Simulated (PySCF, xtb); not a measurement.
B(F)2(SH) (BF₂HS), SMILES FB(F)S.

GFN2-xTB in xtb 6.7.1 at its own geometry gives an orbital gap of 4.99 eV and a dipole moment of 1.49 D.

Geometry: ωB97X-D3(BJ)/def2-SVP. One conformer was computed; it need not be the lowest.

Q: What does PBE0/def2-TZVPD (PySCF) give? (The exact figures need the calculation; the answer reports its results.)

A: gap 8.14 eV (levels -8.48 and -0.34 eV), dipole 1.29 D.
